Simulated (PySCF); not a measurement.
C$_{4}$H$_{4}$N$_{2}$, triplet (typed; the unrestricted solution is spin-contaminated), geometry from GFN2-xTB (a higher spin typed on purpose: for a closed-shell molecule this is an excited state), atoms displaced at random by about 0.03 Å a coordinate; HF/6-31G, gradient (PySCF).

PySCF was given this input:
```python
from pyscf import gto, scf

mol = gto.M(
    atom='''
C    -1.373363    0.047512    0.016479
C    -0.680969   -1.136860   -0.032260
N     0.698455   -1.170667   -0.007859
C     1.398061   -0.058928    0.020440
N     0.771232    1.067399    0.030517
C    -0.572760    1.204937    0.045371
H    -2.439413    0.180611   -0.006579
H    -1.233259   -2.080548    0.031895
H     2.454219   -0.093123    0.011741
H    -0.933973    2.161485    0.033328
''',
    basis='6-31g',
    charge=0,
    spin=2,
    verbose=3,
)

mf = scf.UHF(mol)
mf.conv_tol = 1e-11
mf.kernel()
g = mf.nuc_grad_method()
grad = g.kernel()
```

Problem. What does PySCF print? Leave out banner, timings and long lists.

Solution. 
```
SCF not converged.
SCF energy = -262.420873991689 after 50 cycles  <S^2> = 2.1822707  2S+1 = 3.1191477
--------------- UHF gradients ---------------
         x                y                z
0 C    -0.0178524547    -0.0310628962     0.0033047154
1 C     0.0525942275     0.0428579789    -0.0061327993
2 N    -0.0006735987     0.0030116292    -0.0011610183
3 C    -0.0308858195     0.0037806158     0.0042892160
4 N    -0.0266005291    -0.0045670122    -0.0022666282
5 C     0.0353154006     0.0218975713     0.0006702730
6 H    -0.0015353990     0.0115384948    -0.0018400305
7 H    -0.0174154497    -0.0110536368     0.0044675292
8 H    -0.0088227303     0.0008670194    -0.0014342672
9 H     0.0158763528    -0.0372697642     0.0001030099
----------------------------------------------
```

Convergence was not reached.
